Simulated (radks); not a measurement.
Problem. All-electron atom: Nd V in [Xe] 4f2 (the NIST ground configuration). Calculated with a radial shooting solver on a logarithmic mesh with Libxc functionals: Dirac Kohn-Sham, LDA (Slater exchange, Perdew-Wang correlation), spin-unpolarised, spherical densities, point nucleus; open shells are shared between the two j in proportion to 2j + 1.

Spin-orbit splittings of the eigenvalues, e(l+1/2) - e(l-1/2), with zeta = 2 splitting/(2l+1) and mean radii in bohr:

| shell | occ. | splitting (eV) | zeta (eV) | <r> j=l-1/2 | <r> j=l+1/2 |
|---|---|---|---|---|---|
| 2p | 6 | 519.3 | 346.2 | 0.08426 | 0.09067 |
| 3p | 6 | 103.6 | 69.05 | 0.2559 | 0.2684 |
| 3d | 10 | ? | ? | 0.2396 | 0.2435 |
| 4p | 6 | 22.93 | 15.29 | 0.6205 | 0.6483 |
| 4d | 10 | 4.107 | 1.643 | 0.6924 | 0.7021 |
| 4f | 2 | 0.5185 | 0.1481 | 0.8955 | 0.9025 |
| 5p | 6 | 3.833 | 2.556 | 1.531 | 1.599 |
| 5d | 0 | 0.4754 | 0.1901 | 2.034 | 2.058 |

Estimate the 3d splitting.

Solution. 22.40 eV (zeta = 8.959 eV).
